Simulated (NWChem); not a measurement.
All runs are NWChem calculations. System: CH₃Cl₃Si, charge 0, spin multiplicity 1, displaced from the optimised geometry. The structure started from a generated list of species. Level: LDA (SVWN5)/def2-SVP.

The NWChem input:

```
start mol
memory heap 200 mb stack 900 mb global 1100 mb
geometry units angstroms nocenter noautoz
  C     -0.194038    -2.140373     0.000000
  Si    -0.023833    -0.263099     0.000000
  Cl     1.019138     0.384039     1.697933
  Cl     1.019138     0.384039    -1.697933
  Cl    -1.909782     0.649446     0.000000
  H     -0.753723    -2.476491     0.912845
  H     -0.753723    -2.476491    -0.912845
  H      0.820922    -2.619299     0.000000
  symmetry group Cs
end
basis spherical
  * library def2-svp
end
dft
  xc slater vwn_5
  semidirect memsize 60000000 filesize 0
  iterations 100
  vectors input hcore
end
task dft gradient
```

Output (cleaned and shortened):

```
             Northwest Computational Chemistry Package (NWChem) 7.3.0
             --------------------------------------------------------

                                NWChem Input Module
                                -------------------

 Scaling coordinates for geometry "geometry" by  1.889725989
 (inverse scale =  0.529177249)

 Turning off AUTOSYM since
 SYMMETRY directive was detected!

                             Geometry "geometry" -> ""
                             -------------------------

 Output coordinates in angstroms (scale by  1.889725989 to convert to a.u.)

  No.       Tag          Charge          X              Y              Z
 ---- ---------------- ---------- -------------- -------------- --------------
    1 C                    6.0000    -0.19403800    -2.14037300     0.00000000
    2 Si                  14.0000    -0.02383300    -0.26309900     0.00000000
    3 Cl                  17.0000     1.01913800     0.38403900     1.69793300
    4 Cl                  17.0000     1.01913800     0.38403900    -1.69793300
    5 Cl                  17.0000    -1.90978200     0.64944600     0.00000000
    6 H                    1.0000    -0.75372300    -2.47649100     0.91284500
    7 H                    1.0000    -0.75372300    -2.47649100    -0.91284500
    8 H                    1.0000     0.82092200    -2.61929900     0.00000000

 Effective nuclear repulsion energy (a.u.)     428.6567516226

            Nuclear Dipole moment (a.u.)
            ----------------------------
        X                 Y               Z
 ---------------- ---------------- ----------------
    -0.0000302356     0.0000056692     0.0000000000

      Symmetry information
      --------------------

 Group name             Cs
 Group number              2
 Group order               2
 No. of unique centers     6

      Symmetry unique atoms

     1    2    3    5    6    8


 Summary of "ao basis" -> "" (spherical)
 ------------------------------------------------------------------------------
       Tag                 Description            Shells   Functions and Types
[...]
           Alpha electrons :    37
            Beta electrons :    37
          Charge           :     0
          Spin multiplicity:     1
          Use of symmetry is: on ; symmetry adaption is: on
          Maximum number of iterations: 100
          AO basis - number of functions:   101
                     number of shells:    47
          Convergence on energy requested:  1.00D-06
          Convergence on density requested:  1.00D-05
          Convergence on gradient requested:  5.00D-04

              XC Information
              --------------
                        Slater Exchange Functional  1.000 local
                      VWN V Correlation Functional  1.000 local

             Grid Information
             ----------------
          Grid used for XC integration:  medium
          Radial quadrature: Mura-Knowles
          Angular quadrature: Lebedev.
          Tag              B.-S. Rad. Rad. Pts. Rad. Cut. Ang. Pts.
          ---              ---------- --------- --------- ---------
          C                   0.70       49           9.0       434
          Si                  1.10       88           8.0       590
          Cl                  1.00       88          11.0       590
          H                   0.35       45          10.0       434
          Grid pruning is: on
          Number of quadrature shells:   403
          Spatial weights used:  Erf1

          Convergence Information
          -----------------------
          Convergence aids based upon iterative change in
          total energy or number of iterations.
          Levelshifting, if invoked, occurs when the
          HOMO/LUMO gap drops below (HL_TOL):  1.00D-02
          DIIS, if invoked, will attempt to extrapolate
          using up to (NFOCK): 10 stored Fock matrices.

                    Damping( 0%)  Levelshifting(0.5)       DIIS
                  --------------- ------------------- ---------------
          dE  on:    start            ASAP                start
          dE off:    2 iters        100 iters           100 iters

      Screening Tolerance Information
      -------------------------------
          Density screening/tol_rho:  1.00D-10
          AO Gaussian exp screening on grid/accAOfunc:  14
          CD Gaussian exp screening on grid/accCDfunc:  20
          XC Gaussian exp screening on grid/accXCfunc:  20
          Schwarz screening/accCoul:  1.00D-08

                            NWChem DFT Gradient Module
                            --------------------------

  charge          =   0.00
  wavefunction    = closed shell

  Using symmetry

                         DFT ENERGY GRADIENTS

    atom               coordinates                        gradient
                 x          y          z           x          y          z
   1 C      -0.366679  -4.044718   0.000000   -0.000690  -0.007615   0.000000
   2 Si     -0.045038  -0.497185   0.000000   -0.000049  -0.000550   0.000000
   3 Cl      1.925892   0.725728   3.208628    0.008699   0.005388   0.014164
   4 Cl      1.925892   0.725728  -3.208628    0.008699   0.005388  -0.014164
   5 Cl     -3.608965   1.227275   0.000000   -0.015731   0.007602   0.000000
   6 H      -1.424330  -4.679889   1.725027   -0.003633  -0.003102   0.005779
   7 H      -1.424330  -4.679889  -1.725027   -0.003633  -0.003102  -0.005779
   8 H       1.551318  -4.949757   0.000000    0.006337  -0.004009   0.000000

                 ----------------------------------------
                 |  Time  |  1-e(secs)   |  2-e(secs)   |
                 ----------------------------------------
                 |  CPU   |       0.00   |       1.29   |
                 ----------------------------------------
                 |  WALL  |       0.00   |       1.29   |
                 ----------------------------------------

 Task  times  cpu:        3.6s     wall:        3.6s

 Total times  cpu:        3.6s     wall:        3.6s
```
